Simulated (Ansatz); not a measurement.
Reaction (atomization): `C[C@@H]([SiH3])B[Si@@H](O)[GaH2]` → B• + 2 C• + Ga• + 12 H• + O• + 2 Si•

Calculated with Ansatz (gas phase, PBE0-D4/def2-TZVP geometries, no zero-point term in ΔE). CCSD(T)/CBS is the MP2 limit (def2-TZVPP, def2-QZVPP) plus CCSD(T) − MP2 in def2-TZVPP, frozen cores. This one scheme is used for every species, atoms too. Functionals use def2-TZVPP. Open shells (•) are unrestricted, without spin–orbit coupling. Spin–orbit coupling would lower the free atoms: a little for B, C, O, Si; clearly for Ga. Bonds to Ga are less sure, by a few kJ/mol each and by 10 to 20 or more in all where they break to atoms, as the def2 sets lack core-valence functions. Scalar relativity is left out up to krypton. One conformer a species, not always the lowest.

**Question.** What is ΔE at CCSD(T)/CBS? (An estimate is asked.)

**Answer.** Computed: +66.43 eV.

**Question.** What do these levels give: CAM-B3LYP-D4, BLYP, PBE0, CCSD/def2-SVP, HF/def2-TZVPP, HF/CBS(def2)? (Estimate.)

**Answer.** The calculation gave: CAM-B3LYP-D4 66.57, BLYP 64.47, PBE0 65.77, CCSD/def2-SVP 62.03, HF/def2-TZVPP 49.62, HF/CBS(def2) 49.71 eV.

Largest T1 diagnostic among the species: 0.014.

In def2-TZVPP, CCSD(T) changes the Hartree–Fock value by +15.33 eV (the triples alone add +0.82 eV) and MP2 by +15.74 eV; breaking electron pairs costs correlation energy, which Hartree–Fock lacks. From PBE to PBE0 (25 % exact exchange), in def2-TZVPP and without D4, ΔE moves by −0.48 eV: exact exchange takes away binding that semilocal exchange gives to molecules. Leaving LDA and LC-ωPBE aside and taking each functional with its dispersion term where it has one, the values, not all of them listed here, spread over 1.70 eV, from BHLYP-D4 to B97M-V. LDA lies +8.66 eV from PBE without D4, its usual overbinding.

For atomizations the MP2-based limit and the directly extrapolated one differ by several kJ/mol either way, and by 10 to 25 for some Ge, Se and Sn compounds, so smaller differences from it don't rank the levels.
